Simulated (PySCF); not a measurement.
Ligands exchanged one at a time, B Br-H. Isolated molecules, 0 K electronic values unless said otherwise. Strings in code marks are SMILES.

Calculation: PBE0-D4/def2-TZVP (PySCF). All candidates: neutral, multiplicity 1. Delta-SCF ions had no search for a lower state. 

The HOMO–LUMO gap comes out as 7.97 eV. The HOMO is -9.92 eV and the vertical ionisation energy (Delta-SCF) is 13.04 eV.

### Question
Identify which member has these values.
A) `BrB(Br)Br`
B) `B`
C) `BrBBr`
D) `BBr`

### Answer
B, `B`. The others give `BrB(Br)Br`: 6.21 eV, -8.31 eV, 10.32 eV; `BBr`: 6.22 eV, -8.22 eV, 10.76 eV; `BrBBr`: 6.50 eV, -8.54 eV, 10.77 eV
